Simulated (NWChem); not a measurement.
System: BeF$_{2}$; SMILES [F][Be][F]

Here is an NWChem input.

```
start job
memory heap 200 mb stack 900 mb global 1100 mb
geometry units angstroms
  Be     0.000000     0.000000     0.000000
  F      0.000000     0.000000     1.378264
  F      0.000000     0.000000    -1.378264
end
basis spherical
  Be library 3-21g
  F library 3-21g
end
dft
  xc hfexch
  iterations 150
end
driver
  maxiter 120
end
task dft optimize
task dft freq
```

The level has its own optimisation; frequencies are unscaled.

Problem. What results follow from this input? (Hartree-Fock/3-21G.) Quantities: r Be–F (Å); highest harmonic frequency (cm⁻¹); lowest (cm⁻¹); zero-point energy (kcal/mol).

Solution. The r Be–F (Å) is 1.377 and the highest harmonic frequency (cm⁻¹) is 1801. The lowest (cm⁻¹) comes out as 286 and the zero-point energy (kcal/mol) is 4.5.
